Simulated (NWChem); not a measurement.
# Basis-set convergence for C₃H₂F₂

```xyz
7

C      0.0000     0.0000     2.1824
C      0.0000     0.0000     0.8751
C      0.0000     0.0000    -0.4311
F      1.0799     0.0000    -1.1819
F     -1.0799     0.0000    -1.1819
H      0.0000     0.9346     2.7576
H      0.0000    -0.9346     2.7576
```
Charge 0, spin multiplicity 1.

Program: NWChem. The geometry was optimised at PBE0/def2-SVP, a minimum by its harmonic frequencies.

Quantity: LUMO energy at the level PBE0.

The Pople sets run with spherical d functions. The structure started from a generated list of species.

| basis | functions | LUMO energy (eV) |
|---|---|---|
| 6-31G* | 74 | -0.51 |
| cc-pVDZ | 80 | [?] |
| pcseg-1 | 80 | -1.01 |
| 6-311++G** | 124 | [?] |
| aug-cc-pVDZ | 133 | [?] |
| aug-pcseg-1 | 133 | -1.08 |
| def2-TZVP | 167 | -0.98 |
| cc-pVTZ | 178 | -0.91 |
| def2-TZVPP | 183 | -0.98 |
| def2-TZVPD | 209 | -1.05 |

Problem. What belongs in the gaps?

Solution. 
- cc-pVDZ, LUMO energy (eV): -0.71
- 6-311++G**, LUMO energy (eV): -1.13
- aug-cc-pVDZ, LUMO energy (eV): -1.06
